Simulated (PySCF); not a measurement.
Ge(OH)2, triplet: computed properties

Level of theory: UPBE0 in PySCF with Ge def2-SVP, O def2-SVP, H def2-SVP; no relativity; density-fitted integrals.

The structure is a saddle point with 1 imaginary mode.

```xyz
5
charge 0 multiplicity 3, angstrom
Ge    0.0000    0.0000    0.0000
O     0.1397    0.0000    1.8452
O    -0.1397    0.0000   -1.8452
H    -0.7614    0.0000    2.2030
H     0.7614    0.0000   -2.2030
```

```
Point group                                                                   : C2h
Bond lengths                                                                  : Ge–O 1.851 Å (×2), O–H 0.970 Å (×2)
Bond angles                                                                   : Ge–O–H 107.3° (×2), O–Ge–O 180.0°
Zero-point energy (real modes)                                                : 66.7 kJ/mol
Principal quadrupole moments (Buckingham, traceless) about the centre of mass : -11.49, 1.23, 10.27 D Å
Spin squared ⟨S²⟩                                                             : 2.008
Dipole moment                                                                 : 0.00 D
Lowest empty level (β)                                                        : -3.22 eV
Atomisation energy without zero-point energy                                  : 1367 kJ/mol
Rotational constants                                                          : 10.6, 0.1418, 0.1399 cm⁻¹
Principal polarisabilities                                                    : 26.8, 27.7, 53.0 bohr³
Highest occupied level (α)                                                    : -4.84 eV
```

Harmonic modes (masses in u: Ge 73.921, O 15.995, H 1.008):
| symmetry | ω (cm⁻¹) | IR (km/mol) | μ (u) |
| --- | --- | --- | --- |
| au | 207i | – | 11.00 |
| bu | 209 | 19.6 | 6.19 |
| au | 463 | 212 | 1.07 |
| ag | 521 | 0.0 | 10.91 |
| bu | 539 | 98.0 | 19.64 |
| ag | 861 | 0.0 | 1.07 |
| bu | 925 | 109 | 1.12 |
| bu | 3815 | 191 | 1.07 |
| ag | 3818 | 0.0 | 1.07 |

In C2h the vibrations span 2au + 4bu + 3ag. The ag modes carry no infrared intensity, as symmetry demands. With a centre of inversion only u modes can be infrared active and only g modes Raman active.

Charges (e):
```json
{"atom": "Ge1", "Mulliken": "0.32", "Löwdin": "0.21", "polar tensor": "0.56", "spin (Mulliken)": "1.45", "Mayer order to Ge1": "–"}
{"atom": "O2,3", "Mulliken": "-0.36", "Löwdin": "-0.18", "polar tensor": "-0.55", "spin (Mulliken)": "0.27", "Mayer order to Ge1": "1.02"}
{"atom": "H4,5", "Mulliken": "0.20", "Löwdin": "0.08", "polar tensor": "0.27", "spin (Mulliken)": "0.01", "Mayer order to Ge1": "0.02"}
```
Other Mayer orders above 0.3: O–H 0.96 (×2).

Mulliken populations on Ge1: s 7.65, p 13.78, d 10.25.

Outer orbital energies (eV). α occupied: -15.45, -14.07, -11.98, -11.18, -9.85, -9.22, -6.97, -4.84; empty: -2.16, 1.61, 2.41, 4.69. β occupied: -26.84, -26.78, -14.44, -13.47, -11.13, -9.79, -9.57, -9.06; empty: -3.22, -1.15, -0.87, 1.97.

Only a few start shapes were tried, so a lower isomer may exist. At this level a singlet minimum of C2v symmetry lies 340 kJ/mol below this structure.

The final relaxation and frequency run took about 80 core-seconds on a shared host.
